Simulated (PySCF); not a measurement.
NMR data simulated for an unnamed compound:

¹H NMR (600 MHz, computed): δ 7.23 (m, 2H).

¹³C{¹H} NMR (computed): δ 157.8 (C), 151.7 (C), 117.3 (CH).

- structure optimised with GFN2-xTB
- PBE0/pcSseg-1 with gauge-including orbitals
- run in PySCF 2.14.0 with density-fitted response routines
- no relativistic terms, fast rotation and ring inversion assumed for equivalent nuclei, single conformer, no solvent

References, each an isolated molecule treated in the same way: TMS for ¹H (σref 31.72), ¹³C (σref 186.93).

Problem. Which of these does the molecule contain: a CF3 group, a benzene ring, a nitrile, a vinyl group CH=CH2?

Solution. 
- A CF3 group: no.
- A benzene ring: yes.
- A nitrile: no.
- A vinyl group CH=CH2: no.

The data belong to 1,2,3,4-tetrafluorobenzene (F-1,4) (Fc1ccc(F)c(F)c1F, C₆H₂F₄); they needn't prove each group on their own.

Carbon signals by region: 3 in the sp2 and nitrile region (100–160 ppm).

Splittings by ¹⁹F in the carbon and heteronuclear signals aren't shown, as no couplings were computed. Shifts are as computed. Against solution values, carbons near 30 ppm lie about +3 ppm off and those near 130 ppm about +5 ppm. Of 1211 compounds with measured shifts, 218 miss one by over three times the rms of a fit or turn the order of signals round; such compounds aren't used in these exercises.
